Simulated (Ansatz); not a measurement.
# Two structures, one formula

Two relaxed structures of AlSiH$_{3}$OF (charge -1), singlet (PBE0-D4/def2-TZVPD; forces vanish, vibrations not checked).

A:

```tsv
atom	x (Å)	y (Å)	z (Å)
O1	-0.6073	-1.0676	0.1151
Si2	1.0948	-0.3777	0.6378
F3	1.9600	-1.1277	-0.5770
Al4	-0.7461	0.7656	-0.5023
H5	-1.1184	-1.3933	0.8560
H6	-1.9032	1.4479	0.4266
H7	-1.1916	0.7051	-2.0629
```

B:

```
7
angstrom
O -0.6704 -0.8579 0.1518
Si -0.7437 0.7263 -0.4373
F 2.1716 -1.3271 -0.5239
Al 1.0404 -0.5240 0.4438
H 1.5960 -0.4897 1.9516
H -1.8368 1.5080 0.2734
H -1.2931 0.7408 -1.8530
```

Computed with Ansatz 0.2.0 (basis: def2-TZVPPD); correlated methods freeze the cores. B3LYP uses VWN-RPA correlation.

(1) Which structure is lower at CCSD(T), and by how much? (Judge from chemistry; the value comes from the calculation.)

The T1 diagnostic stays at or below 0.017.

## Answers

(1) By the calculation: B, by 51.20 kcal/mol (electronic energy, against the other). By their contacts, A is AlSiH₃OF ([F][Si]1[OH][AlH2]1), total charge -1 and B is AlSiH₃OF ([F][AlH]1[O][SiH2]1), total charge -1.

All methods give the same order:

```
   method  E(B) − E(A) (kcal/mol)
   PBE-D4                  -45.60
r2SCAN-D4                  -51.68
  PBE0-D4                  -48.18
 B3LYP-D4                  -49.06
  wB97M-V                  -48.97
       HF                  -53.99
      MP2                  -54.80
     CCSD                  -51.78
  CCSD(T)                  -51.20
```

Labels in which every atom is bracketed show which atoms are joined, not bond orders.

For scale, one of the runs: CCSD(T)/def2-TZVPPD, 227 basis functions, launched by `ansatz run in.yaml --threads 2 --pin off --events-out ev --progress --plain --max-ram 4352MiB`. Time: 110 s of wall clock on 2 CPU threads of an Arm Neoverse V2; the host was shared. Peak host memory: 3.6 GiB.
